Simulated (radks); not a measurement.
Values are calculated unless marked as measured or tabulated.
Q: These are the eigenvalues of the occupied orbitals of an atom or ion with whole-number occupations (eV). Code: a radial shooting solver on a logarithmic mesh with Libxc functionals. Model: Dirac Kohn-Sham, PBEsol, spin-unpolarised, spherical densities, point nucleus.

orbital  eigenvalue
1s1/2     -15965.70
2s1/2     -2200.512
2p1/2     -2007.152
2p3/2     -1938.800
3s1/2     -377.5583
3p1/2     -307.3254
3p3/2     -296.8173
3d3/2     -173.4066
3d5/2     -171.5672
4s1/2      -80.9824
4p1/2      -62.4668
4p3/2      -61.0652
7d3/2       -6.0755

Which element is it, and in what charge state? The configuration may be excited. Open shells, if any, fill j = l - 1/2 first.

A: Z = 38, strontium, charge +3: Sr3+ in [Ar] 3d10 4s2 4p4 7d1. The list shows which subshells hold electrons but not how many an open one holds; the 1s level, -586.73 hartree, gives Z - s = 34.3 by -(Z - s)^2/2, which with screening and relativity narrows Z to a few neighbours, and the depths of the outer levels then fix element, charge and occupations together.
